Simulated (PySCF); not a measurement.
A mixed set of molecules. Method used: TDDFT wB97X-D/def2-SVPD, vertical, gas phase, core orbitals frozen in the response (PySCF 2.14.0, density-fitted response routines). Geometries: PBE0-D3(BJ)/def2-SVP; one conformer of each isolated species. Triplets are in the Tamm–Dancoff approximation. Atoms past krypton carry core potentials; spin–orbit coupling is left out. Ions are computed without counter-ions or solvent.

Question: Rank by computed HOMO–LUMO gap, lowest first.
A. `C=C1C=C(C(Cl)Cl)C=C1Cl`
B. `[BH3-][N+](C)(C)CCN`
C. `C[C](C)(C)[GeH2][GeH3]`
D. `[F][Sb-]([F])([F])([F])([F])[F]`
E. `N#C[SiH2]C`
F. `C=CB(Cl)Cl`
G. `C=C1C=CC(C(Cl)(Cl)Cl)=C1`
H. `[NH2][GeH2][GeH2][SiH3]`

Answer: A (7.63 eV), G (8.01 eV), F (9.93 eV), H (10.47 eV), C (10.98 eV), B (11.29 eV), D (12.38 eV), E (12.62 eV).

```
                         SMILES  gap (eV)  f (S1)  HOMO (eV)  α (au)  first f ≥ 0.01 (nm)           S1 mainly
         C=C1C=C(C(Cl)Cl)C=C1Cl      7.63   0.022      -8.59   128.6                  371           H→L (99%)
       C=C1C=CC(C(Cl)(Cl)Cl)=C1      8.01   0.008      -8.80   127.7                  237           H→L (99%)
                     C=CB(Cl)Cl      9.93   0.000     -10.43    66.4                  211         H-1→L (71%)
        [NH2][GeH2][GeH2][SiH3]     10.47   0.008      -9.14   106.4                  186           H→L (77%)
         C[C](C)(C)[GeH2][GeH3]     10.98   0.011      -9.26   117.1                  175         H→L+1 (63%)
            [BH3-][N+](C)(C)CCN     11.29   0.014      -9.37    85.0                  185           H→L (44%)
[F][Sb-]([F])([F])([F])([F])[F]     12.38   0.000      -8.67    44.6                  154  H-2/H-1/H→L (≥96%)
                     C[SiH2]C#N     12.62   0.000     -11.44    54.4                  142         H-1→L (38%)
```

H and L stand for HOMO and LUMO. A slash joins orbitals within 0.01 eV of each other, whose weights are summed (≥ marks a lower bound).

- `C=C1C=C(C(Cl)Cl)C=C1Cl`: Löwdin shares by element: HOMO carbon 57% or more, chlorine 17% or more (atoms not listed hold the other 25%); LUMO carbon 63% or more (atoms not listed hold the other 37%).
- `C=C1C=CC(C(Cl)(Cl)Cl)=C1`: Löwdin shares by element: HOMO carbon 84% or more (atoms not listed hold the other 16%); LUMO carbon 65% or more (atoms not listed hold the other 35%).
- `C=CB(Cl)Cl`: Löwdin shares by element: HOMO carbon 72%, chlorine 8% or more, boron 7%; LUMO carbon 44%, boron 28%, chlorine 12% or more (atoms not listed hold the other 16%).
- `[NH2][GeH2][GeH2][SiH3]`: Löwdin shares by element: HOMO germanium 36%, nitrogen 33%, hydrogen 11% or more (atoms not listed hold the other 20%); LUMO germanium 45%, silicon 13%, hydrogen 7% or more (atoms not listed hold the other 35%).
- `C[C](C)(C)[GeH2][GeH3]`: Löwdin shares by element: HOMO germanium 43%, carbon 30% or more (atoms not listed hold the other 27%); LUMO germanium 52%, hydrogen 21% or more (atoms not listed hold the other 27%).
- `[BH3-][N+](C)(C)CCN`: Löwdin shares by element: HOMO nitrogen 28% or more, hydrogen 21% or more, boron 20% (atoms not listed hold the other 31%); LUMO hydrogen 29% or more, carbon 16% or more (atoms not listed hold the other 55%).
- `[F][Sb-]([F])([F])([F])([F])[F]`: Löwdin shares by element: HOMO (one of a set within 0.03 eV) fluorine 92% or more; LUMO antimony 36%, fluorine 32% or more (atoms not listed hold the other 32%).
- `C[SiH2]C#N`: Löwdin shares by element: HOMO carbon 44%, nitrogen 28%, silicon 14%; LUMO carbon 33%, silicon 26%, nitrogen 20% (atoms not listed hold the other 21%).
